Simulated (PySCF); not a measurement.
Ga(OH)2(SiH3) (GaH5O2Si), SMILES [OH][Ga]([OH])[SiH3].

Geometry: B3LYP-D3(BJ)/def2-SVP. The structure was generated by enumeration; whether it is a known compound was not checked. The values are those of a single conformer.

Two levels are set side by side: TDDFT-PBE/def2-SVPD (PySCF) and TDDFT-B3LYP/def2-SVPD (PySCF). Vertical, same geometry. The lowest singlet is HOMO→LUMO 51 %, HOMO−1→LUMO 22 %, HOMO→LUMO+1 14 %, HOMO−1→LUMO+1 12 % with PBE and HOMO−2→LUMO 43 %, HOMO−1→LUMO+1 31 %, HOMO−1→LUMO 21 % with the other functional; states are paired by order. Differences are taken from unrounded values.

```json
[
 {"quantity": "lowest singlet excitation (eV)", "TDDFT-PBE": "5.55"},
 {"quantity": "lowest triplet excitation (TDA) (eV)", "TDDFT-PBE": "5.04"},
 {"quantity": "first bright state (f over 0.05) (eV)", "TDDFT-PBE": "6.27"},
 {"quantity": "its oscillator strength", "TDDFT-PBE": "0.11"}
]
```

### Question
These are the TDDFT-PBE values. What does TDDFT-B3LYP give? (Estimate from the structure and the level; the computed values follow.)

### Answer

| quantity | TDDFT-B3LYP | TDDFT-PBE minus TDDFT-B3LYP |
|---|---|---|
| lowest singlet excitation (eV) | 6.21 | -0.66 |
| lowest triplet excitation (TDA) (eV) | 5.31 | -0.27 |
| first bright state (f over 0.05) (eV) | 6.62 | -0.35 |
| its oscillator strength | 0.16 | -0.05 |

Functionals without exact exchange tend to place singlet excitations lower, as here. Differences between two approximate levels are no errors against the true value.

Rough cost on one machine, each run with all the roots and properties that it gave: TDDFT-B3LYP against TDDFT-PBE about 3 times.
